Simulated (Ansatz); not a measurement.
Start from `OCNCO` and change one atom or group to get `OCN[SiH2]S`.

Ansatz, PBE0-D4/def2-TZVP geometries, multiplicity 1. Each molecule was computed in one conformer, which needn't be the lowest.

| property | `OCNCO` |
| --- | --- |
| LUMO energy (B3LYP/def2-TZVPP) / eV | 0.45 |
| LUMO energy (PBE0/def2-TZVPP) / eV | 0.85 |
| LUMO energy (ωB97M-V/def2-TZVPP) / eV | 2.24 |
| HOMO energy (ωB97M-V/def2-TZVPP) / eV | -9.61 |
| size of the dipole moment (B3LYP/def2-TZVPP) / D | 2.95 |
| LUMO energy (PBE/def2-TZVPP) / eV | -0.01 |

**Question.** What does the change do to each property? (Estimate.)

**Answer.** Computed: 
```csv
property,`OCN[SiH2]S`,shift
LUMO energy (B3LYP/def2-TZVPP) / eV,-0.28,-0.73
LUMO energy (PBE0/def2-TZVPP) / eV,-0.01,-0.86
LUMO energy (ωB97M-V/def2-TZVPP) / eV,1.75,-0.49
HOMO energy (ωB97M-V/def2-TZVPP) / eV,-9.60,0.01
size of the dipole moment (B3LYP/def2-TZVPP) / D,1.44,-1.51
LUMO energy (PBE/def2-TZVPP) / eV,-0.90,-0.89
```

With PBE0 the HOMO falls by 0.14 eV and the LUMO falls by 0.86 eV, so the gap narrows by about 0.72 eV. PBE moves the HOMO by -0.30 eV and ωB97M-V by 0.01 eV. Dipoles are sizes alone; their direction can turn.

B3LYP here is the variant with VWN-RPA as its local correlation; programs differ in this.
